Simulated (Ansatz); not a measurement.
Computed with Ansatz on PBE0-D4/def2-TZVP structures; ΔE is electronic, products minus reactants. CCSD(T)/CBS adds triple-zeta CCSD(T) − MP2 to the extrapolated MP2 energy (def2 sets, frozen cores). DFT in def2-TZVPP. HSE06 is defined as in plane-wave codes. One conformer a species, not always the lowest.

Reaction (cleavage of the P–Si bond): `O[SiH2]PS` + `C[SiH2]N` → `C[SiH2]NPS` + `O[SiH3]`

```
         level  ΔE (kJ/mol)  difference from CCSD(T)/CBS
     revPBE-D4         23.5                          5.0
       BLYP-D4         14.4                         -4.1
        B97M-V         25.7                          7.2
       PBE0-D4         25.4                          6.9
      HSE06-D4         25.5                          7.0
        B2PLYP         17.1                         -1.4
          BLYP         20.9                          2.4
       r2SCAN0         24.5                          6.0
 CCSD/def2-SVP         14.9                         -3.6
MP2/def2-QZVPP         15.9                         -2.6
   CCSD(T)/CBS         18.5                            0
```

Task: What do rigid-rotor, harmonic-oscillator terms from PBE0-D4/def2-TZVP frequencies (298.15 K, 1 bar) make of the CCSD(T)/CBS value? (Estimate.)

Result: The calculation gave: ΔZPE = -4.2 kJ/mol, ΔH = +13.2 kJ/mol, ΔS = -12 J/(mol·K), ΔG = +16.7 kJ/mol.

Largest T1 diagnostic among the species: 0.013.

The D4 term adds −5.0 kJ/mol with B3LYP and −3.2 kJ/mol with PBE0; it sums over pairs of atoms, weighted by their polarisabilities, and B3LYP, whose exchange is more repulsive, gets the larger term. From BLYP to BHLYP (50 % exact exchange), in def2-TZVPP and without D4, ΔE moves by −5.0 kJ/mol. In def2-TZVPP, CCSD(T) changes the Hartree–Fock value by +7.1 kJ/mol (the triples alone add +0.4 kJ/mol) and MP2 by +5.6 kJ/mol.

B3LYP here is the variant with VWN-RPA as its local correlation; programs differ in this.
